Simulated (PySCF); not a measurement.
ZnBr2, SMILES [Br][Zn][Br].

Coordinates come from a B3LYP-D3(BJ)/def2-SVP optimisation. The isomer is the one that the SMILES or the coordinates give; other isomers of the formula were not compared.

Level of theory: PySCF with r2SCAN/def2-TZVPD.

Isolated molecule, no solvent.

Computed frontier levels, gap, dipole moment and polarisability:
The highest occupied level is -7.66 eV and the lowest empty level is -2.54 eV. The orbital gap is 5.12 eV and the dipole moment comes out as 0.000 e·Å. The quadrupole, principal values (traceless, Buckingham form, about the centre of nuclear charge) is -6.76, 3.38, 3.38 D·Å. The mean static polarisability comes out as 69.6 bohr³ (10.31 Å³) and the polarisability, principal values is 54.1, 54.1, 100.5 bohr³.
